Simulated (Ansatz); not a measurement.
Species: [Nb(NH2)5] (charge 0, multiplicity 1), formula H$_{10}$N$_{5}$Nb.

Task: How many basis functions does Ansatz (a first-principles code) with frozen-core CCSD(T)/def2-TZVPP // r2SCAN-D4/def2-SVP use, how many core orbitals are frozen, and how many electrons are correlated?

Result: 351 basis functions and 5 frozen orbitals, which leaves 48 correlated electrons. Core time is of the order of hours.
